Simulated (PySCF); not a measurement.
PySCF input for C3H6FNSi, SMILES F[C@@H]1CN=C1[SiH3], TDA-PBE/def2-SVPD. Geometry optimised at PBE-D3(BJ)/def2-SVP. The structure was generated by enumeration; whether it is a known compound was not checked.

```python
import numpy as np
from pyscf import gto, scf, dft, tdscf

mol = gto.M(
    atom='''
    F    -0.98523697    1.13159634    1.49727783
    C    -0.94440962    0.76523095    0.17092543
    C    -1.88678187   -0.36707273   -0.31759779
    N    -0.68050619   -1.08604096   -0.83373470
    C     0.12826815   -0.20928893   -0.29319945
    Si    2.02214829   -0.25558282   -0.23831049
    H    -0.99005732    1.68646036   -0.45485673
    H    -2.65346998   -0.13374976   -1.08677316
    H    -2.36016027   -0.92051344    0.51823644
    H     2.51746282   -1.37622158   -1.10315206
    H     2.46685745   -0.45797732    1.18356825
    H     2.55750749    1.06486512   -0.72080272
    ''',
    basis='def2-SVPD',
    charge=0,
    spin=0,
    max_memory=1600,
    verbose=4,
)
mf = dft.RKS(mol, xc='pbe').density_fit(auxbasis='def2-universal-jkfit')
mf.grids.level = 3
mf.conv_tol = 1e-9
mf.max_cycle = 100
mf.kernel()
mf.grids = dft.Grids(mol).set(level=1).build(with_non0tab=True)  # coarser grid for the response kernel
td = tdscf.TDA(mf)
td.singlet = True
td.nstates = 10
td.conv_tol = 1e-4
td.positive_eig_threshold = 1e-6
td.kernel(x0=td.get_init_guess(mf, 15))
td.analyze()
tt = tdscf.TDA(mf)
tt.singlet = False
tt.nstates = 4
tt.conv_tol = 1e-4
tt.positive_eig_threshold = 1e-6
tt.kernel(x0=tt.get_init_guess(mf, 9))
tt.analyze(verbose=3)
```

Log of the run:

```
PySCF version 2.14.0

[INPUT] verbose = 4
[INPUT] num. atoms = 12
[INPUT] num. electrons = 54
[INPUT] charge = 0
[INPUT] spin (= nelec alpha-beta = 2S) = 0
[INPUT] symmetry False subgroup None
[INPUT] Mole.unit = angstrom
[INPUT] Symbol           X                Y                Z      unit          X                Y                Z       unit  Magmom
[INPUT]  1 F     -0.985236970000   1.131596340000   1.497277830000 AA   -1.861828041096   2.138407166160   2.829445031083 Bohr   0.0
[INPUT]  2 C     -0.944409620000   0.765230950000   0.170925430000 AA   -1.784675531205   1.446076917541   0.323002250424 Bohr   0.0
[INPUT]  3 C     -1.886781870000  -0.367072730000  -0.317597790000 AA   -3.565500991095  -0.693666927496  -0.600172840867 Bohr   0.0
[INPUT]  4 N     -0.680506190000  -1.086040960000  -0.833734700000 AA   -1.285970325171  -2.052319974460  -1.575530243546 Bohr   0.0
[INPUT]  5 C      0.128268150000  -0.209288930000  -0.293199450000 AA    0.242391674005  -0.395498758603  -0.554066660373 Bohr   0.0
[INPUT]  6 Si     2.022148290000  -0.255582820000  -0.238310490000 AA    3.821306451358  -0.482981531944  -0.450341558711 Bohr   0.0
[INPUT]  7 H     -0.990057320000   1.686460360000  -0.454856730000 AA   -1.870937182421   3.186948200335  -0.859554645615 Bohr   0.0
[INPUT]  8 H     -2.653469980000  -0.133749760000  -1.086773160000 AA   -5.014331541955  -0.252750415626  -2.053703631928 Bohr   0.0
[INPUT]  9 H     -2.360160270000  -0.920513440000   0.518236440000 AA   -4.460056520380  -1.739518295581   0.979324939370 Bohr   0.0
[INPUT] 10 H      2.517462820000  -1.376221580000  -1.103152060000 AA    4.757315258575  -2.600681872916  -2.084655267150 Bohr   0.0
[INPUT] 11 H      2.466857450000  -0.457977320000   1.183568250000 AA    4.661684968843  -0.865451706062   2.236619842231 Bohr   0.0
[INPUT] 12 H      2.557507490000   1.064865120000  -0.720802720000 AA    4.832988717624   2.012303436402  -1.362119730642 Bohr   0.0

nuclear repulsion = 278.507902371146
number of shells = 75
number of NR pGTOs = 255
number of NR cGTOs = 175
basis = def2-SVPD
ecp = {}


[settings echo left out]
init E= -561.586903234041
  HOMO = -0.292078991357056  LUMO = -0.127549678095071  gap/eV = 4.47707
cycle= 1 E= -561.16833350653  delta_E= 0.419  |g|= 0.438  |ddm|= 4.35
  HOMO = -0.176620289210832  LUMO = -0.0576109528718973  gap/eV = 3.23841
cycle= 2 E= -561.076414011164  delta_E= 0.0919  |g|= 0.836  |ddm|= 1.89
  HOMO = -0.229727659726052  LUMO = -0.0863871493849007  gap/eV = 3.90049
cycle= 3 E= -561.199943809261  delta_E= -0.124  |g|= 0.183  |ddm|= 1.13
  HOMO = -0.2285845561089  LUMO = -0.0908594249428898  gap/eV = 3.74769
cycle= 4 E= -561.205522715937  delta_E= -0.00558  |g|= 0.102  |ddm|= 0.275
  HOMO = -0.234415774275528  LUMO = -0.0930623968583499  gap/eV = 3.84642
cycle= 5 E= -561.207802678025  delta_E= -0.00228  |g|= 0.0228  |ddm|= 0.155
  HOMO = -0.232129064600445  LUMO = -0.0910272220461681  gap/eV = 3.83958
cycle= 6 E= -561.207916620674  delta_E= -0.000114  |g|= 0.00561  |ddm|= 0.0392
  HOMO = -0.232657313596465  LUMO = -0.0916127091005059  gap/eV = 3.83802
cycle= 7 E= -561.207924982947  delta_E= -8.36e-06  |g|= 0.00107  |ddm|= 0.0104
  HOMO = -0.232615387455194  LUMO = -0.0915370424387807  gap/eV = 3.83894
cycle= 8 E= -561.207925252658  delta_E= -2.7e-07  |g|= 0.000376  |ddm|= 0.00217
  HOMO = -0.232603866872798  LUMO = -0.0915394590383558  gap/eV = 3.83856
cycle= 9 E= -561.207925287704  delta_E= -3.5e-08  |g|= 8.17e-05  |ddm|= 0.00071
  HOMO = -0.232600043861805  LUMO = -0.0915351705618979  gap/eV = 3.83857
cycle= 10 E= -561.207925289214  delta_E= -1.51e-09  |g|= 2.71e-05  |ddm|= 0.000167
  HOMO = -0.232603408198364  LUMO = -0.0915385484850981  gap/eV = 3.83857
cycle= 11 E= -561.20792528938  delta_E= -1.67e-10  |g|= 1.17e-05  |ddm|= 6.01e-05
  HOMO = -0.232599953658736  LUMO = -0.0915354879201837  gap/eV = 3.83856
Extra cycle  E= -561.20792528932  delta_E= 6.07e-11  |g|= 1.98e-05  |ddm|= 5.38e-05
converged SCF energy = -561.20792528932
tot grids = 47208
Overwritten attributes  positive_eig_threshold  of <class 'pyscf.tdscf.rks.TDA'>


******** <class 'pyscf.tdscf.rks.TDA'> for <class 'pyscf.df.df_jk.DFRKS'> ********
nstates = 10 singlet
deg_eia_thresh = 1.000e-03
wfnsym = None
conv_tol = 0.0001
eigh lindep = 1e-12
eigh level_shift = 0
eigh max_cycle = 100


Excitation energies (eV)
[4.2624419  5.24706523 6.06255592 6.17908838 6.20843573 6.30767278
 6.52067325 6.68621574 6.85517112 6.97173985]

** Singlet excitation energies and oscillator strengths **
Excited State   1:      4.26244 eV    290.88 nm  f=0.0026
      27 -> 28        0.70213
Excited State   2:      5.24707 eV    236.29 nm  f=0.0014
      25 -> 28        0.38274
      26 -> 28        0.58880
Excited State   3:      6.06256 eV    204.51 nm  f=0.0082
      27 -> 29        0.70081
Excited State   4:      6.17909 eV    200.65 nm  f=0.0024
      24 -> 28       -0.40421
      27 -> 30        0.57255
Excited State   5:      6.20844 eV    199.70 nm  f=0.0127
      23 -> 28       -0.14270
      24 -> 28       -0.54712
      25 -> 28        0.14297
      26 -> 28       -0.10497
      27 -> 30       -0.36476
Excited State   6:      6.30767 eV    196.56 nm  f=0.0969
      23 -> 28        0.38947
      24 -> 28       -0.15796
      25 -> 28       -0.39002
      26 -> 28        0.21970
      27 -> 30       -0.17322
      27 -> 31       -0.24035
Excited State   7:      6.52067 eV    190.14 nm  f=0.0619
      23 -> 28       -0.14715
      25 -> 28        0.13195
      27 -> 31       -0.65582
Excited State   8:      6.68622 eV    185.43 nm  f=0.0409
      27 -> 32       -0.69268
Excited State   9:      6.85517 eV    180.86 nm  f=0.0040
      22 -> 28        0.68778
Excited State  10:      6.97174 eV    177.84 nm  f=0.0034
      21 -> 28        0.17195
      23 -> 28        0.14222
      27 -> 33        0.64743

** Transition electric dipole moments (AU) **
state          X           Y           Z        Dip. S.      Osc.
  1         0.0986      0.0570     -0.1095      0.0250      0.0026
  2        -0.0441     -0.0906     -0.0308      0.0111      0.0014
  3         0.1555      0.1764     -0.0044      0.0553      0.0082
  4        -0.0687      0.1042      0.0076      0.0156      0.0024
  5         0.2063      0.2010     -0.0287      0.0838      0.0127
  6        -0.7337     -0.1929     -0.2264      0.6267      0.0969
  7         0.6139     -0.0016      0.1031      0.3875      0.0619
  8         0.4957      0.0650      0.0070      0.2500      0.0409
  9        -0.0111      0.1538      0.0163      0.0240      0.0040
 10         0.0970     -0.0941      0.0412      0.0200      0.0034

** Transition velocity dipole moments (imaginary part, AU) **
state          X           Y           Z        Dip. S.      Osc.
  1        -0.0026     -0.0110      0.0179      0.0004      0.0019
  2         0.0105      0.0119      0.0173      0.0006      0.0019
  3         0.0149      0.0223      0.0045      0.0007      0.0022
  4         0.0012      0.0251      0.0186      0.0010      0.0029
  5         0.0091     -0.0208     -0.0093      0.0006      0.0018
  6        -0.0675      0.0173      0.0165      0.0051      0.0147
  7         0.0979     -0.0279     -0.0171      0.0107      0.0297
  8         0.0883     -0.0102     -0.0082      0.0080      0.0216
  9         0.0045     -0.0286      0.0332      0.0019      0.0051
 10         0.0017     -0.0336     -0.0090      0.0012      0.0031

** Transition magnetic dipole moments (imaginary part, AU) **
state          X           Y           Z
  1        -0.7518     -0.3295     -0.1326
  2        -0.1144      0.2142      0.4147
  3        -0.0413     -0.0649      0.1964
  4         0.0186     -0.1992      0.3792
  5        -0.1040      0.0652     -0.3168
  6        -0.0016     -0.1450      0.1369
  7        -0.0557     -0.0655      0.2584
  8         0.1502      0.2261     -0.3720
  9        -0.5041     -0.2618      0.0103
 10         0.1199      0.2692      0.2290


******** <class 'pyscf.tdscf.rks.TDA'> for <class 'pyscf.df.df_jk.DFRKS'> ********
nstates = 4 triplet
deg_eia_thresh = 1.000e-03
wfnsym = None
conv_tol = 0.0001
eigh lindep = 1e-12
eigh level_shift = 0
eigh max_cycle = 100


Excitation energies (eV)
[3.40841058 4.25341668 4.97756779 5.97345534]

** Triplet excitation energies and oscillator strengths **
Excited State   1:      3.40841 eV    363.76 nm  f=0.0000
Excited State   2:      4.25342 eV    291.49 nm  f=0.0000
Excited State   3:      4.97757 eV    249.09 nm  f=0.0000
Excited State   4:      5.97346 eV    207.56 nm  f=0.0000
```

Self-consistency was reached.
